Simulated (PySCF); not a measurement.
Isomers C₈H₁₅N:

A. `C1[C@@H](N)[C@@H]2CCC[C@H]1C2`
B. `C=CC/C(=N\C)C(C)C`
C. `N(=C/C(=C(\CC)C)C)/C`

Spectrum 1. ¹H NMR (500 MHz, computed): δ 6.07 (m, 1H), 5.44 (m, 1H), 5.38 (m, 1H), 3.63 (s, 3H), 3.11 (d, 2H), 2.28 (sept, 1H), 1.08 (d, 6H). ¹³C{¹H} NMR (computed): δ 175.5 (C), 142.0 (CH), 122.9 (CH2), 41.8 (CH), 40.8 (CH3), 39.9 (CH2), 22.9 (CH3).

Spectrum 2. ¹H NMR (500 MHz, computed): δ 3.53 (m, 1H), 2.32 (m, 1H), 2.24 (m, 1H), 1.74 (m, 1H), 1.54 (m, 1H), 1.51 (m, 1H), 1.48 (m, 1H), 1.44 (m, 1H), 1.41 (m, 1H), 1.39 (m, 1H), 1.39 (m, 1H), 1.35 (m, 1H), 1.03 (m, 1H), 0.57 (br s, 2H). ¹³C{¹H} NMR (computed): δ 58.7 (CH), 47.8 (CH), 42.7 (CH2), 40.0 (CH), 38.6 (CH2), 35.6 (CH2), 34.6 (CH2), 23.4 (CH2).

Spectrum 3. ¹H NMR (500 MHz, computed): δ 8.45 (s, 1H), 3.50 (s, 3H), 2.20 (q, 2H), 1.88 (s, 3H), 1.71 (s, 3H), 0.89 (t, 3H). ¹³C{¹H} NMR (computed): δ 170.1 (CH), 151.3 (C), 134.6 (C), 44.1 (CH3), 34.0 (CH2), 22.5 (CH3), 20.3 (CH3), 17.1 (CH3).

All values are calculated (PySCF 2.14): GFN2-xTB geometry, NMR shieldings at PBE0/pcSseg-1/GIAO. No solvent, fast rotation and ring inversion assumed for equivalent nuclei, one conformer, non-relativistic.

Scale: ¹H, ¹³C vs TMS (reference shieldings calculated alike). Where no couplings were computed, multiplicities follow the n + 1 count of equivalent neighbours, and m marks all less simple cases (inequivalent or close neighbours, rings, F or P nearby). Shifts are as computed. Against solution values, carbons near 30 ppm lie about +3 ppm off and those near 130 ppm about +5 ppm. Of 1211 compounds with measured shifts, 218 miss one by over three times the rms of a fit or turn the order of signals round; such compounds aren't used in these exercises. OH and NH positions are gas-phase values without hydrogen bonding to other molecules.

Q: Match each spectrum to its structure.

A: 1–B, 2–A, 3–C.

- Spectrum 1 (B): 7 ¹³C signals; δC 142.0 is an alkene CH; δC 122.9 is a terminal =CH2 carbon.
- Spectrum 2 (A): 8 ¹³C signals; δC 58.7 is an sp3 CH bonded to N; δC 47.8 is an sp3 CH in a ring.
- Spectrum 3 (C): 8 ¹³C signals; δC 151.3 is a fully substituted alkene carbon; δC 134.6 is a fully substituted alkene carbon.
